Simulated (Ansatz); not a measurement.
A first, cheap relaxation of Cl$_{2}$H$_{4}$OSi$_{2}$ (`Cl[SiH2]O[SiH2]Cl`).

```yaml
crystal:
  periodic: [false, false, false]
  atoms:
    - {symbol: Cl, position_ang: [-2.144500, 0.179300, 2.386500]}
    - {symbol: Si, position_ang: [-1.149500, 0.724300, 0.692100]}
    - {symbol: O, position_ang: [0.055000, -0.401500, 0.468700]}
    - {symbol: Si, position_ang: [1.057200, -0.832300, -0.731400]}
    - {symbol: Cl, position_ang: [2.472700, 0.643200, -0.837300]}
    - {symbol: H, position_ang: [-2.095500, 0.691000, -0.459300]}
    - {symbol: H, position_ang: [-0.546600, 2.102600, 0.899400]}
    - {symbol: H, position_ang: [0.436100, -0.953900, -2.027100]}
    - {symbol: H, position_ang: [1.789000, -2.094900, -0.322700]}
basis:
  gaussian: {orbitals: def2-SVP}
hamiltonian: {xc: pbe, dispersion: d4}
relax: {f_tol: 0.03, max_steps: 200}
```

```sh
$ ansatz run in.yaml --threads 4 --pin off --events-out ev --progress --plain
```

Shortened log:

```
Functional definition: PBE
mean field -42882.00308591 eV, -1575.8845469414 hartree, gradient 2.7e-5 eV, S^2 0.000000; 0 other end points of the search recorded, 0 dependent functions left out
relax step   1: F+E_penalty+E_count = -42882.26797406 eV  Δ(F+E_penalty+E_count) = +0.000e0 eV  max|allowed force component| = 1.749e0 eV/Å  Δτ_max = 0.0000 Å  (26 SCF iters, accepted)
mean field -42882.11744765 eV, -1575.8887496581 hartree, gradient 1.9e-5 eV, S^2 0.000000; 0 other end points of the search recorded, 0 dependent functions left out
relax step   2: F+E_penalty+E_count = -42882.37774303 eV  Δ(F+E_penalty+E_count) = -1.098e-1 eV  max|allowed force component| = 8.438e-1 eV/Å  Δτ_max = 0.1041 Å  (26 SCF iters, accepted)
mean field -42882.13440682 eV, -1575.8893728961 hartree, gradient 1.8e-5 eV, S^2 0.000000; 0 other end points of the search recorded, 0 dependent functions left out
relax step   3: F+E_penalty+E_count = -42882.39334341 eV  Δ(F+E_penalty+E_count) = -1.560e-2 eV  max|allowed force component| = 2.155e-1 eV/Å  Δτ_max = 0.1241 Å  (27 SCF iters, accepted)
mean field -42882.14559969 eV, -1575.8897842264 hartree, gradient 1.4e-5 eV, S^2 0.000000; 0 other end points of the search recorded, 0 dependent functions left out
relax step   4: F+E_penalty+E_count = -42882.40450370 eV  Δ(F+E_penalty+E_count) = -1.116e-2 eV  max|allowed force component| = 9.622e-2 eV/Å  Δτ_max = 0.0509 Å  (27 SCF iters, accepted)
mean field -42882.15039508 eV, -1575.8899604538 hartree, gradient 1.5e-5 eV, S^2 0.000000; 0 other end points of the search recorded, 0 dependent functions left out
relax step   5: F+E_penalty+E_count = -42882.40797221 eV  Δ(F+E_penalty+E_count) = -3.469e-3 eV  max|allowed force component| = 1.813e-1 eV/Å  Δτ_max = 0.1260 Å  (27 SCF iters, accepted)
mean field -42882.15314787 eV, -1575.8900616169 hartree, gradient 1.5e-5 eV, S^2 0.000000; 0 other end points of the search recorded, 0 dependent functions left out
relax step   6: F+E_penalty+E_count = -42882.41116920 eV  Δ(F+E_penalty+E_count) = -3.197e-3 eV  max|allowed force component| = 1.870e-2 eV/Å  Δτ_max = 0.0656 Å  (26 SCF iters, accepted)
mean field -42882.15314283 eV, -1575.8900614315 hartree, gradient 1.4e-5 eV, S^2 0.000000; 0 other end points of the search recorded, 0 dependent functions left out
relax step   7: F+E_penalty+E_count = -42882.41150338 eV  Δ(F+E_penalty+E_count) = -3.342e-4 eV  max|allowed force component| = 4.650e-2 eV/Å  Δτ_max = 0.0358 Å  (26 SCF iters, accepted)
mean field -42882.15312102 eV, -1575.8900606303 hartree, gradient 1.4e-5 eV, S^2 0.000000; 0 other end points of the search recorded, 0 dependent functions left out
relax step   8: F+E_penalty+E_count = -42882.41173459 eV  Δ(F+E_penalty+E_count) = -2.312e-4 eV  max|allowed force component| = 7.067e-2 eV/Å  Δτ_max = 0.0294 Å  (27 SCF iters, accepted)
mean field -42882.15322668 eV, -1575.8900645129 hartree, gradient 1.3e-5 eV, S^2 0.000000; 0 other end points of the search recorded, 0 dependent functions left out
relax step   9: F+E_penalty+E_count = -42882.41206248 eV  Δ(F+E_penalty+E_count) = -3.279e-4 eV  max|allowed force component| = 5.062e-2 eV/Å  Δτ_max = 0.0205 Å  (27 SCF iters, accepted)
mean field -42882.15291617 eV, -1575.8900531022 hartree, gradient 1.4e-5 eV, S^2 0.000000; 0 other end points of the search recorded, 0 dependent functions left out
relax step  10: F+E_penalty+E_count = -42882.41263526 eV  Δ(F+E_penalty+E_count) = -5.728e-4 eV  max|allowed force component| = 5.583e-2 eV/Å  Δτ_max = 0.0773 Å  (26 SCF iters, accepted)
mean field -42882.15298191 eV, -1575.8900555178 hartree, gradient 1.3e-5 eV, S^2 0.000000; 0 other end points of the search recorded, 0 dependent functions left out
relax step  11: F+E_penalty+E_count = -42882.41288467 eV  Δ(F+E_penalty+E_count) = -2.494e-4 eV  max|allowed force component| = 3.850e-2 eV/Å  Δτ_max = 0.0259 Å  (27 SCF iters, accepted)
mean field -42882.15308939 eV, -1575.8900594677 hartree, gradient 1.3e-5 eV, S^2 0.000000; 0 other end points of the search recorded, 0 dependent functions left out
relax step  12: F+E_penalty+E_count = -42882.41328522 eV  Δ(F+E_penalty+E_count) = -4.005e-4 eV  max|allowed force component| = 2.216e-2 eV/Å  Δτ_max = 0.0378 Å  (26 SCF iters, accepted)
mean field -42882.15282269 eV, -1575.8900496665 hartree, gradient 1.5e-5 eV, S^2 0.000000; 0 other end points of the search recorded, 0 dependent functions left out
relax step  13: F+E_penalty+E_count = -42882.41361759 eV  Δ(F+E_penalty+E_count) = -3.324e-4 eV  max|allowed force component| = 3.182e-2 eV/Å  Δτ_max = 0.0777 Å  (26 SCF iters, accepted)
mean field -42882.15256265 eV, -1575.8900401105 hartree, gradient 1.1e-5 eV, S^2 0.000000; 0 other end points of the search recorded, 0 dependent functions left out
relax step  14: F+E_penalty+E_count = -42882.41373206 eV  Δ(F+E_penalty+E_count) = -1.145e-4 eV  max|allowed force component| = 3.887e-2 eV/Å  Δτ_max = 0.0583 Å  (26 SCF iters, accepted)
mean field -42882.15290607 eV, -1575.8900527307 hartree, gradient 1.5e-5 eV, S^2 0.000000; 0 other end points of the search recorded, 0 dependent functions left out
relax step  15: F+E_penalty+E_count = -42882.41398950 eV  Δ(F+E_penalty+E_count) = -2.574e-4 eV  max|allowed force component| = 2.773e-2 eV/Å  Δτ_max = 0.0048 Å  (21 SCF iters, accepted)
mean field -42882.15290607 eV, -1575.8900527307 hartree, gradient 1.5e-5 eV, S^2 0.000000; 1 other end points of the search recorded, 0 dependent functions left out
Total energy: -42882.41402623 eV, -1575.8996487196 hartree
Atom 0 at    -2.377137     0.038082     2.233407 Å, force     0.012031     0.008524    -0.020115 eV/Å
Atom 1 at    -1.148117     0.772632     0.737539 Å, force    -0.006522     0.004037     0.002990 eV/Å
Atom 2 at    -0.117792    -0.459964     0.283501 Å, force     0.009212     0.021586    -0.016540 eV/Å
Atom 3 at     1.112271    -0.887807    -0.751380 Å, force     0.006446    -0.013825     0.006426 eV/Å
Atom 4 at     2.240262     0.798425    -1.220202 Å, force    -0.017372    -0.018103     0.003857 eV/Å
Atom 5 at    -2.008927     1.178910    -0.422028 Å, force     0.021322    -0.009499     0.027733 eV/Å
Atom 6 at    -0.364159     1.922637     1.291534 Å, force    -0.015224    -0.023092    -0.011387 eV/Å
Atom 7 at     0.544007    -1.429064    -2.028239 Å, force     0.008982     0.010100     0.020278 eV/Å
Atom 8 at     1.993492    -1.876051    -0.055231 Å, force    -0.018874     0.020273    -0.013242 eV/Å
Dipole moment:     0.034137    -0.044992    -0.167062 e Å
```

It took 18 s on 4 threads of a server CPU on a shared host, with 0.16 GiB of host memory at the peak.
